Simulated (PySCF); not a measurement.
Dipole response of Mo+ (molybdenum, charge +1)

[Kr] 4d5, high-spin 6S determinant. Calculation: PySCF 2.14, in aug-cc-pwCVTZ-PP with ECP28MDF; a scalar-relativistic core potential. Coupled (time-dependent) response in atomic units; α is the mean over directions.

| method | mean α (bohr³) | C₆ (like pair) | S(−4) |
| --- | --- | --- | --- |
| UHF | 18.04 | 115.1 | 173.9 |
| PBE | 22.35 | 146.4 | 321.7 |

S(−4) is the Cauchy moment in α(ω) = α(0) + S(−4) ω² + …

α(iu) at PBE:

```
u (hartree)  α(iu) (bohr³)
          0          22.35
     0.0500          21.59
      0.100          19.76
      0.200          15.65
      0.300          12.58
      0.500          8.820
      0.750          6.195
       1.00          4.626
       1.50          2.873
       2.00          1.946
       3.00          1.045
       5.00         0.4327
```

A single London oscillator, α(iu) = α/(1 + u²/ω²), gives C₆ = (3/4) ω α². Matching the computed C₆ needs ω = 4 × 146.4 / (3 × 22.35²) = 0.391 hartree.

For an ion, C₆ is the dispersion term alone; charge-induced terms of lower order in 1/R come first.

Energies and moments cover only the electrons outside the core potential.
